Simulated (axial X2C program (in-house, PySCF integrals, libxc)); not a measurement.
How long does KSb take?

A bond scan computed with an axial X2C code built on PySCF integrals. Basis: Sb dyall-v3z [11s12p8d1f], K dyall-v3z [11s12p4d2f] (cores contracted in-house).

The run was started with this input:
```json
{
 "zs": [
  51,
  19
 ],
 "q": 0,
 "bas": [
  "dyall-v3z",
  "dyall-v3z"
 ],
 "levels": [
  "PBE0",
  "HF",
  "M06",
  "PBE"
 ],
 "cc": false,
 "r0": 3.36,
 "npts": 10,
 "nst": 2,
 "ntry": 6
}
```
```bash
python so2c.py task.json out
```

Keys: zs atomic numbers; q charge; bas basis sets; levels methods; cc coupled cluster on or off; r0 starting distance in Å; npts points on the curve; nst determinants followed; ntry starts of the search. HF also brings MP2.

Hardware: 1 thread of Arm Neoverse N1 (shared host).

Wall time of one point of each curve, integrals apart:

```tsv
Hamiltonian	level	points	seconds a point
spin-free	PBE0	10	0.92
spin-free	HF	10	0.62
spin-free	M06	10	1.5
spin-free	PBE	10	0.54
2c	PBE0	10	1.4
2c	HF	10	1.3
2c	M06	10	2.2
2c	PBE	10	0.58
```

The rest:

Search with its distance optimisation 31 s, atoms 8.3 s, whole task 170 s. Coupled cluster runs on the points near the minimum only. The program drops outer points, and coupled cluster, when its time limit (not in the input) nears; MP2, further determinants and curves that did not converge are not in the table.
